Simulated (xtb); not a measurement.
GeH₇NSi₂, SMILES [NH]1[SiH2][SiH2][GeH2]1. All values are semi-empirical tight-binding results from xtb (GFN2-xTB unless named), good for trends rather than for accurate numbers. The structure is a stationary point at GFN2-xTB. The structure was generated by enumeration, and PubChem lists no compound with its InChIKey, so it may never have been made.

For metal compounds this method's bond lengths and energies can be far off.

Computed properties:
```yaml
point_group_as_xtb_finds_it: Cs
orbital_gap: 3.81 eV
zero_point_energy: 38.0 kcal/mol
G − E(el) at 298.15 K (modified RRHO): 18.1 kcal/mol
```
